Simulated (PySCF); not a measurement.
# EPR parameters of C5H11O2

Compound: C₅H₁₁O₂ (doublet state).
Geometry (GFN2-xTB, Å), atoms numbered from 1 in this order:
```xyz
18
C5H11O2 angstrom
C     -3.2876    0.3890    0.4847
C     -2.1456   -0.5412    0.6312
O     -0.9719   -0.1543    0.0316
C      0.0489   -1.1180    0.0110
O      1.1576   -0.6422   -0.6472
C      1.8053    0.4402    0.0120
C      3.0821    0.7671   -0.7420
H     -3.9752    0.2721    1.3207
H     -2.9198    1.4116    0.4562
H     -3.8540    0.2096   -0.4381
H     -2.3035   -1.6001    0.7707
H     -0.2806   -2.0121   -0.5407
H      0.2923   -1.4081    1.0566
H      2.0311    0.1472    1.0487
H      1.1370    1.3093    0.0352
H      3.7448   -0.0937   -0.7444
H      3.5851    1.6050   -0.2679
H      2.8452    1.0247   -1.7700
```

The hyperfine couplings belong to this conformer and change with its torsions.

Identity: `C[CH]OCOCC` [radical].

Computed with UKS B3LYP, pcH-1 on C H O, non-relativistic, mean-field spin-orbit, GIAO (PySCF). One conformer (not necessarily the lowest) at the GFN2-xTB geometry, without solvent, vibrations or thermal averaging. The geometry wasn't refined by DFT: couplings that depend on bond lengths, twists or pyramidal angles can differ widely from those at the functional's own minimum. No stability test was run, so a lower SCF solution isn't excluded.

```
g1, g2, g3                      : 2.00210, 2.00331, 2.00408
g_iso                           : 2.00317
Form of g                       : rhombic: the two nearest values differ by 39 % of g3 − g1
⟨S²⟩                            : 0.7533 (exact 0.7500)
HOMO–LUMO gap, α and β orbitals : 5.98, 6.77 eV
Basis functions                 : 285
```

Isotropic coupling and dipolar principal values T1 to T3, in MHz; ρ(0) is the spin density at the nucleus:

```csv
atom,isotope,a_iso,T1,T2,T3,Mulliken spin population,ρ(0) (bohr⁻³)
C1,13C,-21.5,-2.1,-1.2,3.2,-0.07,-0.0192
C2,13C,149.5,-76.3,-74.8,151.1,0.90,0.1330
O3,17O,-21.3,-62.1,29.9,32.3,0.11,0.0351
C4,13C,-4.7,-1.5,-1.1,2.6,-0.01,-0.0042
O5,17O,0.2,-0.4,-0.1,0.4,0.00,-0.0004
C6,13C,-0.1,-0.4,-0.3,0.7,0.00,0.0000
C7,13C,0.1,-0.1,-0.1,0.3,0.00,0.0001
H8,1H,38.8,-5.3,-4.7,10.0,0.01,0.0087
H9,1H,20.0,-4.9,-4.3,9.3,0.01,0.0045
H10,1H,130.3,-4.7,-2.8,7.5,0.06,0.0291
H11,1H,-37.7,-35.0,-0.9,35.9,-0.03,-0.0084
H12,1H,9.3,-3.6,-3.2,6.8,0.01,0.0021
H13,1H,9.2,-4.4,-3.5,7.9,0.02,0.0020
H14,1H,0.0,-1.2,-1.1,2.3,0.00,0.0000
H15,1H,0.7,-1.8,-1.7,3.4,0.00,0.0001
H16,1H,0.0,-0.4,-0.4,0.8,0.00,0.0000
H17,1H,0.0,-0.4,-0.4,0.7,0.00,0.0000
H18,1H,0.0,-0.5,-0.4,0.9,0.00,0.0000
```

The largest Mulliken spin populations are on C2 (+0.90), O3 (+0.11), C1 (-0.07) and H10 (+0.06). No atom but C2 exceeds +0.15. The angles at C2 add up to 354.4°, so it is nearly planar; its axial dipolar tensor and the negative coupling of its proton fit spin in a p orbital normal to that plane.

Axes: g3 points within 12° of the O3–C4 bond.

Under fast tumbling the dipolar parts average out, and these isotropic splittings remain: 3 × 1H (H8/H9/H10, I = 1/2, 4 lines) with 2.25 mT, 1 × 1H (H11, I = 1/2, 2 lines) with 1.35 mT and 2 × 1H (H12/H13, I = 1/2, 3 lines) with 0.33 mT.

Class means assume fast exchange of nuclei equivalent by connectivity; if that motion is slow, each nucleus keeps its own coupling. The three 1H nuclei of mean +63.0 MHz run from 20.0 to 130.3 MHz in the frozen geometry.

The 17O coupling of O3 (-21.3 MHz) shows only in satellite lines or after enrichment, since that isotope makes up about 0.038 % of natural oxygen.

The 13C coupling of C2 (149.5 MHz) shows only in satellite lines or after enrichment, since that isotope makes up about 1.07 % of natural carbon.

Examples of negative spin density at the nucleus (bohr⁻³): C1 (-0.0192), H11 (-0.0084) and C4 (-0.0042).

Time: 73 s (with the writing of density and orbital grids); peak memory 0.96 GiB. Hardware: one thread of an Arm Neoverse V1, no GPU, shared host.
